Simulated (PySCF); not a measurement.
C₄H₈O, SMILES C1CCOC1 (connectivity only; charge and spin as stated), charge +1, multiplicity 2.

Geometry optimised at PBE0-D3(BJ)/def2-SVP. The spin state was assumed, not searched. One conformer was computed; it need not be the lowest.

Level of theory: B3LYP/def2-TZVP in PySCF.

The molecule is in vacuum.

- total energy = -232.20457 hartree
- point group = C2
- α spin, highest occupied and lowest empty level = -14.80 and -4.23 eV
- β spin, highest occupied and lowest empty level = -14.64 and -11.53 eV
- dipole moment about the centre of nuclear charge = 0.20 D
- mean static polarisability = 49.6 bohr³ (7.35 Å³)
- polarisability, principal values = 40.4, 45.6, 62.8 bohr³
- ⟨S²⟩ = 0.754 (pure state 0.75)
